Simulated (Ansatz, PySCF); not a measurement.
C3H7FSi, SMILES C1[SiH2]CC1F. Atoms are numbered in the order given.

```xyz
12

F     -2.1574    -0.0073     0.0000
C     -0.8572    -0.4734     0.0000
C     -0.0137     0.0231    -1.1911
Si     1.4643     0.0206     0.0000
C     -0.0137     0.0231     1.1911
H     -0.9058    -1.5775     0.0000
H     -0.0680    -0.5680    -2.1151
H     -0.2978     1.0662    -1.4104
H      2.3858     1.1906     0.0000
H      2.2605    -1.2393     0.0000
H     -0.0680    -0.5680     2.1151
H     -0.2978     1.0662     1.4104
```
Charge 0, spin multiplicity 1.

Geometry optimised at ωB97X-D3(BJ)/def2-SVP. This is a generated structure with no PubChem entry under its InChIKey; it may be hypothetical.

Two levels are set side by side: PBE-D3(BJ)/def2-SVP (Ansatz, an electronic-structure program) and ωB97X-D3(BJ)/def2-SVP (PySCF). Each level has its own optimised geometry; the coordinates shown are those of the second. Frequencies come from the Hessian of PySCF at each geometry. Differences are taken from unrounded values.

| quantity | ωB97X-D3(BJ) | PBE-D3(BJ) | PBE-D3(BJ) minus ωB97X-D3(BJ) |
|---|---|---|---|
| mean bond length (Å) | 1.396 | 1.405 | 0.009 |
| bond F1–C2 (Å) | 1.381 | 1.391 | 0.010 |
| bond C2–C3 (Å) | 1.542 | 1.545 | 0.003 |
| bond C2–C5 (Å) | 1.542 | 1.545 | 0.003 |
| bond C3–Si4 (Å) | 1.898 | 1.913 | 0.015 |
| bond Si4–C5 (Å) | 1.898 | 1.913 | 0.015 |
| bond C2–H6 (Å) | 1.105 | 1.115 | 0.010 |
| bond C3–H7 (Å) | 1.098 | 1.105 | 0.007 |
| bond C3–H8 (Å) | 1.103 | 1.111 | 0.008 |
| bond Si4–H9 (Å) | 1.489 | 1.503 | 0.013 |
| bond Si4–H10 (Å) | 1.490 | 1.503 | 0.013 |
| bond C5–H11 (Å) | 1.098 | 1.105 | 0.007 |
| bond C5–H12 (Å) | 1.103 | 1.111 | 0.008 |
| highest harmonic wavenumber (cm⁻¹) | 3189 | 3092 | -97 |
| mean harmonic wavenumber (cm⁻¹) | 1354 | 1296 | -58 |
| zero-point energy (kcal/mol) | 58.07 | 55.58 | -2.49 |

GGA bonds tend to be longer and softer than those of functionals with exact exchange. Differences between two approximate levels are no errors against the true value.
